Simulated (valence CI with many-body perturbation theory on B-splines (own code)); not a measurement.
**Forbidden lines of W LXX**

Level of theory: configuration interaction combined with many-body perturbation theory (CI+MBPT): three valence electrons over a frozen Dirac-Fock core [He], radial functions for each j: 11 s, 11 p, 10 d, 8 f, 5 g, 2 h, with the one-electron correlation potential Σ1 (screened to all orders), the two-electron term Σ2, the three-electron term Σ3, Breit, model QED; selected single and double excitations, second order for the rest, scaled by the run's own slope (own B-spline code, finite nucleus).

The last digits are not significant, and no measured levels were compared; by estimate large intervals hold to a few tenths of a per cent, small ones and those within an open d or f shell to about a per cent.

Lines 1 to 46 of 46 in falling wavelength, among levels below 15403 eV, chosen from the decays that carry over 1 % of a level's rate. Wavelengths and rates use the calculated energies. Electric multipoles are in the length gauge, E1 and E2 with the static RPA response of the core. Weak lines are less certain than strong ones. Lines between different terms over intervals too small for the method are left out, as are lines whose strength nearly cancels. The highest levels of a list are the least certain.

Levels are named by their leading jj configuration (3d3/2^4 stands for four electrons in 3d with j = 3/2), which in mixed levels can hold well under half, so a name can repeat and another be missing. Letters in brackets count levels of one name in rising energy.

| λ vac (nm) | Upper | Lower | Type | A (s⁻¹) | Branch % |
| --- | --- | --- | --- | --- | --- |
| 0.8967 | (2s 2p1/2 2p3/2) J=3/2 [a] | (2s 2p1/2^2) J=1/2 | M1 | 1.52e+10 | 13.0 |
| 0.8721 | (2s 2p3/2 3d5/2) J=9/2 | (2s 2p1/2 3d5/2) J=7/2 | M1 | 1.40e+10 | 7.2 |
| 0.8710 | (2s 2p1/2 2p3/2) J=5/2 | (2s 2p1/2^2) J=1/2 | E2 | 9.05e+07 | 1.0 |
| 0.8475 | (2s^2 2p3/2) J=3/2 | (2s^2 2p1/2) J=1/2 | M1 | 1.40e+10 | 27.2 |
| 0.1343 | (2s 2p1/2 3p1/2) J=1/2 [a] | (2s 2p1/2 2p3/2) J=3/2 [a] | E2 | 2.42e+12 | 1.2 |
| 0.1339 | (2s^2 3p1/2) J=1/2 | (2s^2 2p3/2) J=3/2 | E2 | 3.07e+12 | 27.2 |
| 0.1299 | (2s 2p3/2 3p3/2) J=7/2 | (2s 2p3/2^2) J=3/2 | E2 | 1.01e+11 | 2.2 |
| 0.1285 | (2s 2p3/2 3p3/2) J=7/2 | (2s 2p3/2^2) J=5/2 | E2 | 1.06e+12 | 22.9 |
| 0.1283 | (2s 2p3/2 3p3/2) J=1/2 [b] | (2s 2p3/2^2) J=3/2 | E2 | 1.86e+12 | 8.3 |
| 0.1280 | (2s^2 3p3/2) J=3/2 | (2s^2 2p3/2) J=3/2 | E2 | 1.54e+12 | 10.2 |
| 0.1268 | (2s 2p3/2 3p3/2) J=1/2 [b] | (2s 2p3/2^2) J=5/2 | E2 | 5.95e+11 | 2.7 |
| 0.1262 | (2s 2p3/2 3d5/2) J=9/2 | (2s 2p3/2^2) J=5/2 | M2 | 8.49e+10 | 43.9 |
| 0.1262 | (2s 2p3/2 3d5/2) J=9/2 | (2s 2p3/2^2) J=5/2 | E3 | 5.21e+09 | 2.7 |
| 0.1118 | (2s 2p3/2 3p3/2) J=7/2 | (2s 2p1/2 2p3/2) J=5/2 | E2 | 7.75e+11 | 16.7 |
| 0.1118 | (2s 2p1/2 3p3/2) J=5/2 | (2s 2p1/2^2) J=1/2 | E2 | 1.73e+12 | 1.5 |
| 0.1114 | (2s 2p3/2 3p3/2) J=7/2 | (2s 2p1/2 2p3/2) J=3/2 [a] | E2 | 1.26e+12 | 27.1 |
| 0.1113 | (2s 2p3/2 3p3/2) J=1/2 [b] | (2s 2p1/2 2p3/2) J=3/2 [b] | E2 | 1.77e+12 | 7.9 |
| 0.1112 | (2s^2 3p3/2) J=3/2 | (2s^2 2p1/2) J=1/2 | E2 | 1.91e+12 | 12.7 |
| 0.1101 | (2s 2p3/2 3d5/2) J=9/2 | (2s 2p1/2 2p3/2) J=5/2 | M2 | 3.37e+10 | 17.4 |
| 0.1101 | (2s 2p3/2 3d5/2) J=9/2 | (2s 2p1/2 2p3/2) J=5/2 | E3 | 4.91e+09 | 2.5 |
| 0.1097 | (2s 2p3/2 3d5/2) J=9/2 | (2s 2p1/2 2p3/2) J=3/2 [a] | E3 | 9.96e+09 | 5.1 |
| 0.1091 | (2p1/2 2p3/2 3d3/2) J=5/2 [a] | (2s 2p1/2 2p3/2) J=1/2 | E2 | 3.13e+12 | 1.5 |
| 0.1090 | (2p1/2 2p3/2 3d3/2) J=7/2 | (2s 2p1/2 2p3/2) J=3/2 [b] | E2 | 4.52e+12 | 8.5 |
| 0.1087 | (2s 2p1/2 3d3/2) J=5/2 | (2s^2 2p1/2) J=1/2 | E2 | 6.09e+12 | 2.0 |
| 0.1085 | (2p1/2^2 3d3/2) J=3/2 | (2s 2p1/2^2) J=1/2 | E2 | 9.88e+12 | 3.3 |
| 0.1083 | (2p1/2 2p3/2 3d3/2) J=7/2 | (2s 2p1/2 2p3/2) J=5/2 | E2 | 4.45e+12 | 8.3 |
| 0.1080 | (2p1/2 2p3/2 3d3/2) J=3/2 [a] | (2s 2p1/2 2p3/2) J=3/2 [a] | E2 | 6.92e+12 | 1.3 |
| 0.1080 | (2p1/2 2p3/2 3d3/2) J=5/2 [a] | (2s 2p1/2 2p3/2) J=3/2 [a] | E2 | 4.45e+12 | 2.1 |
| 0.1080 | (2p3/2^2 3d5/2) J=7/2 | (2s 2p3/2^2) J=3/2 | E2 | 3.89e+12 | 14.6 |
| 0.1080 | (2p1/2 2p3/2 3d3/2) J=1/2 [a] | (2s 2p1/2 2p3/2) J=3/2 [a] | E2 | 9.00e+12 | 3.0 |
| 0.1079 | (2p1/2 2p3/2 3d3/2) J=7/2 | (2s 2p1/2 2p3/2) J=3/2 [a] | E2 | 9.59e+11 | 1.8 |
| 0.1075 | (2s 2p3/2 3d5/2) J=3/2 [a] | (2s^2 2p3/2) J=3/2 | E2 | 1.65e+13 | 1.0 |
| 0.1072 | (2p1/2 2p3/2 3d5/2) J=9/2 | (2s 2p1/2 2p3/2) J=5/2 | E2 | 1.04e+13 | 58.6 |
| 0.1070 | (2p1/2 2p3/2 3d5/2) J=7/2 [a] | (2s 2p1/2 2p3/2) J=3/2 [a] | E2 | 9.36e+12 | 15.3 |
| 0.1070 | (2p3/2^2 3d5/2) J=7/2 | (2s 2p3/2^2) J=5/2 | E2 | 6.47e+12 | 24.3 |
| 0.1070 | (2p3/2^2 3d5/2) J=9/2 | (2s 2p3/2^2) J=5/2 | E2 | 1.05e+13 | 40.5 |
| 0.1069 | (2s 2p3/2 3d5/2) J=7/2 [b] | (2s^2 2p3/2) J=3/2 | E2 | 6.65e+12 | 1.1 |
| 0.09485 | (2p1/2^2 4f7/2) J=7/2 | (2p1/2^2 2p3/2) J=3/2 | E2 | 6.89e+12 | 2.0 |
| 0.09483 | (2s 2p1/2 4f7/2) J=7/2 [b] | (2s 2p1/2 2p3/2) J=3/2 [b] | E2 | 4.03e+12 | 1.2 |
| 0.09481 | (2s 2p1/2 4f7/2) J=5/2 | (2s 2p1/2 2p3/2) J=1/2 | E2 | 4.75e+12 | 1.4 |
| 0.09430 | (2s 2p1/2 4f7/2) J=9/2 | (2s 2p1/2 2p3/2) J=5/2 | E2 | 6.76e+12 | 2.0 |
| 0.09424 | (2s 2p1/2 4f7/2) J=7/2 [a] | (2s 2p1/2 2p3/2) J=3/2 [a] | E2 | 5.07e+12 | 1.5 |
| 0.09411 | (2s^2 4f7/2) J=7/2 | (2s^2 2p3/2) J=3/2 | E2 | 6.83e+12 | 2.0 |
| 0.08522 | (2s 2p1/2 4f5/2) J=5/2 [b] | (2s 2p1/2^2) J=1/2 | E2 | 3.85e+12 | 1.1 |
| 0.08522 | (2s 2p1/2 4f5/2) J=3/2 | (2s 2p1/2^2) J=1/2 | E2 | 6.74e+12 | 1.9 |
| 0.08484 | (2s^2 4f5/2) J=5/2 | (2s^2 2p1/2) J=1/2 | E2 | 5.31e+12 | 1.5 |
